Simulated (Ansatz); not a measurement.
Cost and result for the atomization energy of BClFH₄NSi (`NB(F)[SiH2]Cl`) (9 atoms, 8 bonds).

Cartesian coordinates in Å:
```
N -1.0534 1.1623 0.4097
B -0.3221 0.0479 0.7901
F -0.4227 -0.4061 2.0488
Si 0.8924 -0.9024 -0.5265
Cl 0.7726 0.1092 -2.3366
H -1.0074 1.5352 -0.5233
H -1.6670 1.6589 1.0362
H 2.3195 -0.8965 -0.1149
H 0.4880 -2.3084 -0.7835
```

Charge 0, multiplicity 1. All single points use the PBE0-D4/def2-TZVP geometry. It is one conformer, not always the lowest. Program: Ansatz. All runs use 4 threads of an Arm Neoverse V1 on a shared host. Times are those of one run each, without the atoms' runs, and a repeat can differ threefold. Electronic energies, without spin–orbit coupling; frozen cores. CCSD(T)/CBS adds CCSD(T) − MP2 in def2-TZVPP to the MP2 limit, and its time is that of the two runs behind it. T1 = 0.012. B3LYP takes the VWN-RPA correlation (the form of Gaussian; ORCA's B3LYP/G).

CCSD(T)/CBS is a level of theory with its own doubt, some kJ/mol a heavy atom from the limit and from the frozen cores, so smaller differences don't rank the functionals.

```json
{"level": "PBE-D4/def2-TZVPP (with forces)", "functions": "233", "wall time": "2.2 s", "atomization (kJ/mol)": "3334.1", "difference from CCSD(T)/CBS": "63.5", "per bond": "7.9"}
{"level": "PBE0-D4/def2-TZVPP", "functions": "233", "wall time": "2.8 s", "atomization (kJ/mol)": "3275.0", "difference from CCSD(T)/CBS": "4.4", "per bond": "0.5"}
{"level": "B3LYP-D4/def2-TZVPP (with forces)", "functions": "233", "wall time": "4.2 s", "atomization (kJ/mol)": "3277.8", "difference from CCSD(T)/CBS": "7.2", "per bond": "0.9"}
{"level": "r2SCAN-D4/def2-TZVPP (with forces)", "functions": "233", "wall time": "4.6 s", "atomization (kJ/mol)": "3287.2", "difference from CCSD(T)/CBS": "16.6", "per bond": "2.1"}
{"level": "B2PLYP/def2-TZVPP", "functions": "233", "wall time": "4.9 s", "atomization (kJ/mol)": "3241.9", "difference from CCSD(T)/CBS": "-28.7", "per bond": "-3.6"}
{"level": "ωB97X-V/def2-TZVPP", "functions": "233", "wall time": "7.5 s", "atomization (kJ/mol)": "3296.0", "difference from CCSD(T)/CBS": "25.4", "per bond": "3.2"}
{"level": "ωB97M-V/def2-TZVPP (with forces)", "functions": "233", "wall time": "11 s", "atomization (kJ/mol)": "3295.2", "difference from CCSD(T)/CBS": "24.6", "per bond": "3.1"}
{"level": "MP2/def2-QZVPP", "functions": "431", "wall time": "18 s", "atomization (kJ/mol)": "3303.9", "difference from CCSD(T)/CBS": "33.3", "per bond": "4.2"}
{"level": "CCSD(T)/def2-TZVPP", "functions": "233", "wall time": "110 s", "atomization (kJ/mol)": "3174.3", "difference from CCSD(T)/CBS": "-96.3", "per bond": "-12.0"}
{"level": "CCSD(T)/CBS(def2)", "functions": "–", "wall time": "2.2 min", "atomization (kJ/mol)": "3270.6", "difference from CCSD(T)/CBS": "0.0", "per bond": "0.0"}
```

In def2-TZVPP, CCSD(T) changes the Hartree–Fock value by +752.9 kJ/mol (the triples alone add +48.1 kJ/mol) and MP2 by +825.4 kJ/mol; breaking electron pairs costs correlation energy, which Hartree–Fock lacks. From PBE to PBE0 (25 % exact exchange), in def2-TZVPP and without D4, the atomization energy moves by −56.3 kJ/mol: exact exchange takes away binding that semilocal exchange gives to molecules. The D4 term adds +31.5 kJ/mol with B3LYP and +16.5 kJ/mol with PBE0; it sums over pairs of atoms, weighted by their polarisabilities, and B3LYP, whose exchange is more repulsive, gets the larger term.
